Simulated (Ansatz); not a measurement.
## Worked example: the step energy

An elementary step of TiH2ClF3, closed shell (TiClF₃ ([F][Ti]([F])([F])[Cl]) + H₂ → TiHF₃ ([F][TiH]([F])[F]) + HCl; Ti–Cl, H–H broken or loosened, Ti–H, Cl–H formed or tightened). “Start” and “end” are the PBE0-D4/def2-TZVP structures reached by relaxing down either side of its saddle point, with the molecules still in contact.

Computed with Ansatz 0.2.0 (basis: def2-TZVPP and def2-QZVPP); correlated methods freeze the cores.

Energies in eV:

| quantity | end | start |
| --- | --- | --- |
| Hartree–Fock, triple zeta (X = 3) | -43748.54687 | -43749.92060 |
| Hartree–Fock, quadruple zeta (X = 4) | -43749.69321 | -43751.08209 |
| MP2 correlation, X = 3 | -37.84394 | -38.14927 |
| MP2 correlation, X = 4 | -41.30765 | -41.61376 |
| CCSD(T) correlation, X = 3 | -40.00185 | -40.15013 |

Q: Work out the step energy at the basis limit: extrapolate Hartree–Fock as E(X) = E∞ + A exp(−7.88 √X) and the MP2 correlation as E(X) = E∞ + B X^−2.97 (the exponents that Neese and Valeev fitted for def2-TZVPP and QZVPP), then add CCSD(T) − MP2 in triple zeta.

A: Each step is linear, so take the differences first (end − start): Hartree–Fock 1.37373 (X = 3) and 1.38888 (X = 4); MP2 correlation 0.30533 and 0.30611; CCSD(T) correlation 0.14828.
Two points give E∞ = E(4) + w [E(4) − E(3)], with w = 1/(exp(7.88 (2 − √3)) − 1) = 0.1377 for Hartree–Fock and w = 1/((4/3)^2.97 − 1) = 0.7407 for the correlation.
Hartree–Fock: 1.38888 + 0.1377 × 0.01515 = 1.3910 eV.
MP2 correlation: 0.30611 + 0.7407 × 0.00078 = 0.3067 eV.
CCSD(T) − MP2: 0.14828 − 0.30533 = -0.1570 eV.
Sum: 1.3910 + 0.3067 + (-0.1570) = 1.5407 eV, or 35.53 kcal/mol. Plain CCSD(T) in triple zeta gives 1.5220 eV, so the larger basis shifts the result by 0.0187 eV.

No T1 diagnostic of these runs exceeds 0.024.

Labels in which every atom is bracketed show which atoms are joined, not bond orders.

For scale, one of the runs: CCSD(T)/def2-TZVPP, 227 basis functions, launched by `ansatz run in.yaml --threads 8 --pin off --events-out ev --progress --plain --max-ram 19148MiB`. The run took 96 s on 8 CPU threads of a Oxide Virtual Turin-like (shared host), with 4.3 GiB of host memory at its peak.
